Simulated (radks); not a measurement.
Valence configurations of the silver ion Ag3+ (all share [Kr]). All-electron calculation, scalar-relativistic Kohn-Sham, BLYP, spin-polarised, spherical densities, finite nucleus; open shells are filled with parallel spins first (spin-orbit coupling, left out, can overturn this in heavy ions); Fermi nuclear charge, rms radius 4.5454 fm. Program: a radial shooting solver on a logarithmic mesh with Libxc functionals. Energies are relative to 4d8; eigenvalues in eV for spin up.

| valence | E (eV) | moment (Bohr magnetons) | e(4d) | e(5p) | e(5s) |
|---|---|---|---|---|---|
| 4d8 | 0.000 | 2 | -44.326 | - | - |
| 4d7 5s1 | 11.484 | 4 | -49.148 | - | -34.245 |
| 4d7.5 5p0.5 | 9.576 | 3 | -47.299 | -25.448 | - |
| 4d6.5 5s1 5p0.5 | 22.049 | 5 | -52.141 | -27.144 | -35.679 |
| 4d6 5p2 | 42.093 | 6 | -56.203 | -28.847 | - |
| 4d6.5 5p1.5 | 30.608 | 5 | -53.239 | -27.765 | - |
| 4d5.5 5p2.5 | 54.238 | 7 | -59.163 | -29.889 | - |
| 4d4.5 5p3.5 | 84.545 | 7 | -64.938 | -31.705 | - |
| 4d7.5 5s0.5 | 5.561 | 3 | -46.729 | - | -33.129 |
| 4d7 5p1 | 19.774 | 4 | -50.272 | -26.635 | - |

NIST lists [Kr] 4d8 as the ground configuration; this level of theory agrees among the configurations tried. The energies are those of spherical high-spin densities, not of single terms.
